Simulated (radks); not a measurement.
Problem. Pb+, configuration [Hg] 6p1. Calculated with a radial shooting solver on a logarithmic mesh with Libxc functionals: Dirac Kohn-Sham, PBEsol, spin-unpolarised, spherical densities, finite nucleus; open shells fill j = l - 1/2 first; Fermi nuclear charge, rms radius 5.5012 fm. Some entries of the table are withheld. Estimate them.

orbital,occ.,eigenvalue (hartree),<r> (bohr)
1s1/2,2,-3230.063,0.01606
2s1/2,2,-577.5107,(1)
2p1/2,2,(2),0.05489
2p3/2,4,(3),0.06380
3s1/2,2,-138.8109,0.1740
3p1/2,2,-128.5478,0.1645
3p3/2,4,-110.6092,0.1807
3d3/2,4,-93.62364,0.1570
3d5/2,6,-89.80441,0.1619
4s1/2,2,-31.61336,0.3843
4p1/2,2,-27.16128,(4)
4p3/2,4,-22.76668,(5)
4d3/2,4,-15.48621,0.4247
4d5/2,6,-14.66581,0.4358
5s1/2,2,-5.54341,(6)
4f5/2,6,-5.23777,0.4508
4f7/2,8,-5.05284,0.4572
5p1/2,2,-4.02086,0.9126
5p3/2,4,-3.19694,1.005
5d3/2,4,-1.09853,1.276
5d5/2,6,-1.00317,1.324
6s1/2,2,-0.69483,2.250
6p1/2,1,-0.40333,2.767
6p3/2,0,-0.33509,3.112

Solution. 
(1) 2s1/2 <r> (bohr): 0.06694
(2) 2p1/2 eigenvalue (hartree): -554.9171
(3) 2p3/2 eigenvalue (hartree): -474.5066
(4) 4p1/2 <r> (bohr): 0.3854
(5) 4p3/2 <r> (bohr): 0.4200
(6) 5s1/2 <r> (bohr): 0.8543
